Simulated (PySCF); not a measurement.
NICS in rings of unrelated molecules.

NICS is the negative of the GIAO shielding at a point without a nucleus: at the ring centre (0) and 1 Å above and below it (1); zz is the component along the ring normal. Level: GIAO PBE0/pcSseg-1 (PySCF, non-relativistic, gas phase) on the GFN2-xTB geometries, one conformer each. Atom numbers follow the mapped SMILES.

Question: Order these rings by mean NICS(1)zz, lowest (most negative) first (ppm).
A. ring C1–C2–P3–C7–C6 in `[CH2:1]1[CH2:2][P@H+:3]2[CH2:4][CH2:5][C@@H:6]1[CH2:7]2` (charge +1)
B. ring C3–C4–C5–C6–C8–C9 in `[CH3:1][CH2:2][C@H:3]1[CH2:4][CH2:5][C@H:6]([F:7])[CH2:8][CH2:9]1`
C. ring C3–C4–C5–S6 in `[CH3:1][CH2:2][C@@H:3]1[CH2:4][CH2:5][S:6]1`
D. ring C4–C5–O6–C7–C9 in `[CH3:1][CH2:2][CH2:3][c:4]1[cH:5][o:6][c:7]([SiH3:8])[cH:9]1`
E. ring P3–C5–C6–C7 in `[CH2:1]=[CH:2][P+:3]1([CH3:4])[CH2:5][CH2:6][CH2:7]1` (charge +1)
F. ring C3–C9–C10 in `[CH2:1]=[CH:2][C:3]1([C:4]#[C:5][C:6](=[O:7])[O-:8])[CH2:9][CH2:10]1` (charge -1)
G. ring C5–C6–C7–C8–C9–C10 in `[CH3:1][P:2]([CH3:3])(=[O:4])[c:5]1[cH:6][cH:7][cH:8][cH:9][cH:10]1`

Answer: G (-29.0), D (-26.3), F (-23.3), A (-7.7), B (2.3), E (4.9), C (8.0).

| SMILES | ring | NICS(0) | NICS(1) | NICS(1)zz | HOMA | rms pucker (Å) | ring atoms with four or more neighbours |
| --- | --- | --- | --- | --- | --- | --- | --- |
| CP(C)(=O)c1ccccc1 | 6-membered carbocycle; formal bonds all aromatic | -8.5 | -11.6 | -29.0 | 1.00 | 0.00 | 0 |
| CCCc1coc([SiH3])c1 | 5-membered ring with O; formal bonds all aromatic | -11.1 | -10.3 | -26.3 | 0.47 | 0.00 | 0 |
| C=CC1(C#CC(=O)[O-])CC1 | 3-membered carbocycle; formal bonds all single | -43.3 | -7.8 | -23.3 | – | 0.00 | 3 |
| C1C[P@H+]2CC[C@@H]1C2 | 5-membered ring with P; formal bonds all single | -9.4 | -6.5 | -7.7 | – | 0.29 | 5 |
| CC[C@H]1CC[C@H](F)CC1 | 6-membered carbocycle; formal bonds all single | -3.9 | -3.2 | 2.3 | – | 0.24 | 6 |
| C=C[P+]1(C)CCC1 | 4-membered ring with P; formal bonds all single | 0.4 | -0.3 | 4.9 | – | 0.08 | 4 |
| CC[C@@H]1CCS1 | 4-membered ring with S; formal bonds all single | -1.1 | 0.7 | 8.0 | – | 0.07 | 3 |

NICS(0) gives another order. The isotropic NICS(1) gives the same order. HOMA uses Krygowski's 1993 parameters; it is left out where a ring has a four-coordinate atom, a triple bond, no multiple bond or a kind of bond without parameters. NICS(1) and NICS(1)zz are means over the two faces.
